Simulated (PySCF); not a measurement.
Species: C₃H₇NO₂Si.
Bonds: C1–N2 (double), N2–Si3, Si3–O4, O4–C5, C5–C6, C5–O7 (double). Hydrogens: H8, H9 on C1; H10, H11 on Si3; H12, H13, H14 on C6.

The same species was optimised twice, with GFN2-xTB and with PBE0-D3(BJ)/def2-SVP (PySCF), and the same property calculations (PySCF, gas phase) were run on both structures.

```
      coordinate  GFN2-xTB  PBE0-D3(BJ)/def2-SVP  change
      Si3–O4 (Å)     1.660                 1.715  +0.055
      N2–Si3 (Å)     1.719                 1.747  +0.028
       C1=N2 (Å)     1.245                 1.262  +0.017
       O4–C5 (Å)     1.322                 1.338  +0.016
       C5–C6 (Å)     1.505                 1.496  -0.009
       C5=O7 (Å)     1.202                 1.207  +0.005
   C1–N2–Si3 (°)     134.4                 124.4   -10.0
   Si3–O4–C5 (°)     122.1                 115.4    -6.7
   N2–Si3–O4 (°)      97.9                 102.3    +4.4
    O4–C5–O7 (°)     122.6                 121.3    -1.3
    C6–C5–O7 (°)     124.5                 125.4    +0.9
    O4–C5–C6 (°)     112.8                 113.3    +0.5
C1–N2–Si3–O4 (°)      -136                  -124     +12
N2–Si3–O4–C5 (°)      -167                  -177     -10
Si3–O4–C5–C6 (°)       178                   180      +2
```

Rotational constants: A = 6311, B = 1103, C = 964.8 MHz (GFN2-xTB) against A = 6528, B = 1085, C = 969.5 MHz (PBE0-D3(BJ)/def2-SVP). Point groups within 0.08 Å: C1 and C1.

On the GFN2-xTB structure: lowest singlet, TDDFT (eV) 4.02 [CAM-B3LYP/def2-SVPD]; lowest triplet, Tamm–Dancoff (eV) 3.41 [CAM-B3LYP/def2-SVPD]; isotropic polarisability (au) 75.0 [CAM-B3LYP/def2-SVPD]; HOMO (eV) -8.67 [CAM-B3LYP/def2-SVPD]; LUMO (eV) 0.06 [CAM-B3LYP/def2-SVPD]; dipole (D) 2.76 [CAM-B3LYP/def2-SVPD].

What do these properties become on the PBE0-D3(BJ)/def2-SVP structure?

```json
{"property": "lowest singlet, TDDFT (eV)", "level": "CAM-B3LYP/def2-SVPD", "on GFN2-xTB": "4.02", "on PBE0-D3(BJ)/def2-SVP": "4.08", "change": "+0.06"}
{"property": "lowest triplet, Tamm–Dancoff (eV)", "level": "CAM-B3LYP/def2-SVPD", "on GFN2-xTB": "3.41", "on PBE0-D3(BJ)/def2-SVP": "3.46", "change": "+0.05"}
{"property": "isotropic polarisability (au)", "level": "CAM-B3LYP/def2-SVPD", "on GFN2-xTB": "75.0", "on PBE0-D3(BJ)/def2-SVP": "75.8", "change": "+0.8"}
{"property": "HOMO (eV)", "level": "CAM-B3LYP/def2-SVPD", "on GFN2-xTB": "-8.67", "on PBE0-D3(BJ)/def2-SVP": "-8.78", "change": "-0.11"}
{"property": "LUMO (eV)", "level": "CAM-B3LYP/def2-SVPD", "on GFN2-xTB": "0.06", "on PBE0-D3(BJ)/def2-SVP": "-0.01", "change": "-0.07"}
{"property": "dipole (D)", "level": "CAM-B3LYP/def2-SVPD", "on GFN2-xTB": "2.76", "on PBE0-D3(BJ)/def2-SVP": "2.12", "change": "-0.64"}
{"property": "energy, GFN2-xTB geometry as zero (kcal/mol)", "level": "CAM-B3LYP/def2-SVPD", "on GFN2-xTB": "0.0", "on PBE0-D3(BJ)/def2-SVP": "-3.6", "change": "-3.6"}
```

The heavy atoms differ by 0.182 Å rms after alignment. Among the bonds compared Si3–O4 changes most (+0.055 Å). Changes are differences of the printed values. Neither structure is proved a minimum here.

Shape of the structure used: `[CH2:1]=[N:2][SiH2:3][O:4][C:5]([CH3:6])=[O:7]`: C1–N2–Si3–O4 -124°, N2–Si3–O4–C5 -177°, Si3–O4–C5–C6 180°.
